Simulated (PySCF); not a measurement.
Cartesian coordinates (Å):
```xyz
8

Nb    -0.1913     0.0895    -0.0174
F     -1.0024    -1.4936     0.5797
F      0.6365     1.5370    -0.8777
F      1.2295    -0.1083     1.1690
F     -1.7115     1.0944     0.3626
N     -0.0818    -0.7991    -1.7420
H      0.3223    -0.3668    -2.5707
H     -0.4228    -1.7440    -1.9084
```
Charge 0, spin multiplicity 1.

Problem. Give the HOMO, dipole moment and LUMO at the level PBE-D3(BJ)/def2-TZVP // r2SCAN-D4/def2-SVP in PySCF.

Solution. 
```yaml
HOMO: -7.48 eV
dipole_moment: 2.43 D
LUMO: -3.92 eV
```
